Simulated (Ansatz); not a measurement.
Mulliken charges of `O[SiH2][GeH2][OH]` from r2SCAN/def2-TZVPP in Ansatz (PBE0-D4/def2-TZVP geometry).

```csv
atom,x (Å),y (Å),z (Å),charge (e)
O1,-0.274,1.830,-1.601,-0.413
Si2,-0.172,1.295,-0.041,0.426
Ge3,-0.064,-1.093,0.046,0.298
O4,0.405,-1.459,1.738,-0.456
H5,0.482,1.686,-2.171,0.202
H6,-1.400,1.781,0.632,-0.069
H7,1.028,1.841,0.652,-0.084
H8,-1.401,-1.804,-0.270,-0.041
H9,1.004,-1.678,-0.912,-0.051
H10,0.393,-2.399,1.927,0.188
```

Task: By hand: the dipole of these point charges (1 e Å = 4.8032 D).

Result: Σ q r = (0.024, -0.093, -0.252) e Å, of length 0.270 e Å = 1.30 D.

Task: How does the dipole of the full density compare? (Best estimate.)

Result: Ansatz gave: (0.163, -0.186, -0.242) e Å, 1.66 D; the point charges give 0.78 times that, at 28° from its direction.

Point charges leave out the atoms' own dipoles, such as those of lone pairs, and Mulliken's split depends on the basis, so the two needn't agree.
